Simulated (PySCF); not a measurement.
C4H5, SMILES C=CC=[CH], multiplicity 2.

Coordinates come from a B3LYP-D3(BJ)/def2-SVP optimisation. The isomer is the one that the SMILES or the coordinates give; other isomers of the formula were not compared. One conformer was computed; it need not be the lowest.

Two levels are set side by side: PBE/def2-TZVPD (PySCF) and ωB97X/def2-TZVPD (PySCF). Same geometry, gas phase. Differences are taken from unrounded values.

```json
[
 {"quantity": "α-spin orbital gap (eV)", "PBE": "3.64"},
 {"quantity": "β-spin orbital gap (eV)", "PBE": "2.68"},
 {"quantity": "dipole moment (D)", "PBE": "0.75"},
 {"quantity": "mean polarisability (bohr³)", "PBE": "56.7"}
]
```

Question: These are the PBE values. What does ωB97X give? (The exact figures need the calculation; the answer reports its results.)

Answer: 
```tsv
quantity	ωB97X	PBE minus ωB97X
α-spin orbital gap (eV)	10.42	-6.78
β-spin orbital gap (eV)	9.01	-6.33
dipole moment (D)	0.72	0.03
mean polarisability (bohr³)	54.6	2.1
```

PBE's more diffuse valence density responds more strongly to a field. Differences between two approximate levels are no errors against the true value.

Rough cost on one machine, each run with all the roots and properties that it gave: ωB97X against PBE within a factor of 2.
